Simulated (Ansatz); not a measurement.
Si₂O₄, relaxed as a singlet with RKS PBE0-D4/def2-SVP in Ansatz, starting from the GFN2-xTB geometry. Force threshold 0.02 eV/Å.

The structure comes from a short search, and lower isomers may exist.

Start:

| atom | x (Å) | y (Å) | z (Å) |
| --- | --- | --- | --- |
| Si1 | 1.1789 | 0.1999 | 0.1488 |
| Si2 | -1.1786 | -0.2001 | -0.1498 |
| O3 | -0.2383 | 0.8741 | 0.7085 |
| O4 | 0.2383 | -0.8734 | -0.7112 |
| O5 | -2.6410 | -0.4472 | -0.3344 |
| O6 | 2.6407 | 0.4466 | 0.3380 |

Estimate the energy that the relaxation releases and the steps that it takes.

0.05 eV, in 5 steps; 9.5 s on 2 threads of Arm Neoverse V2 on a shared host. No frequencies were taken in this run, so the end may be a saddle point.

Does the start keep its bonding and symmetry?

By distances, no bond broke or formed. The bond that changes most is Si1–O6, from 1.49 to 1.51 Å (atoms count from 1). Point group D2h at the start, D2h at the end, both within 0.05 Å.

Predict the relaxed structure.


Cartesian coordinates in Å:
```
Si 1.173 0.199 0.149
Si -1.173 -0.199 -0.149
O -0.244 0.896 0.728
O 0.244 -0.896 -0.728
O -2.652 -0.449 -0.337
O 2.652 0.449 0.337
```
Bond lengths: 6 × O–Si 1.51 to 1.68 Å; 1 × Si–Si 2.40 Å.
